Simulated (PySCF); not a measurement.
Working out the excitation energy of Ar⁺

Ar⁺ [Ne] 3s2 3p5 (2P) → Ar⁺ [Ne] 3s1 3p5 3d1 (high-spin determinant). Computed with PySCF 2.14 in aug-cc-pV(D+d)Z, with no relativity, point nucleus. Frozen: [Ne]. Energies in hartree (1 hartree = 27.21139 eV):

```json
{"part": "UHF", "Ar⁺ (lower)": "-526.261706", "Ar⁺ (upper)": "-525.018348"}
{"part": "MP2 opposite-spin", "Ar⁺ (lower)": "-0.091908", "Ar⁺ (upper)": "-0.114301"}
{"part": "MP2 same-spin", "Ar⁺ (lower)": "-0.031224", "Ar⁺ (upper)": "-0.025627"}
```

Task: What does Hartree-Fock give?

Result: (-525.018348) − (-526.261706) = 1.243358 hartree = 33.833 eV.

Task: What do MP2 and SCS-MP2 (6/5 opposite-spin, 1/3 same-spin) give?

Result: The opposite-spin parts differ by -0.609 eV and the same-spin parts by 0.152 eV. MP2: 33.833 + (-0.609) + (0.152) = 33.376 eV. SCS-MP2: 33.833 + 1.2 × (-0.609) + (0.152)/3 = 33.153 eV.

One determinant mixes LS terms, so it does not stand for a single term.

The upper state lies above the first ionisation limit, where it may autoionise and the basis confines it.
